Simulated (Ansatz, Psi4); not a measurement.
Here is a job for Ansatz (a first-principles code).
Ansatz 0.2 input:
```yaml
crystal:
  periodic: [false, false, false]
  atoms:
    - {symbol: Hg, position_ang: [0.00000000, 0.00000000, 0.00000000]}
    - {symbol: Br, position_ang: [0.00000000, 0.00000000, 2.42322459]}
    - {symbol: Br, position_ang: [-0.00000000, -0.00000000, -2.42322459]}
basis:
  gaussian:
    orbitals: def2-SVP
hamiltonian:
  xc: r2scan
accuracy: high
```

Give the equivalent Psi4 input.

One answer among several that fit: 
```
memory 2 GB

molecule mol {
0 1
  Hg    0.000000    0.000000    0.000000
  Br    0.000000    0.000000    2.423225
  Br   -0.000000   -0.000000   -2.423225
}

set basis def2-svp
set reference rks
set scf_type pk
set puream true
set d_convergence 1e-8
set dft_radial_points 99
set dft_spherical_points 590

energy('r2scan')
print_variables()
```

Both were run: Ansatz gave -5301.301580 Eh and Psi4 -5301.301417 Eh, 0.163 mEh apart.
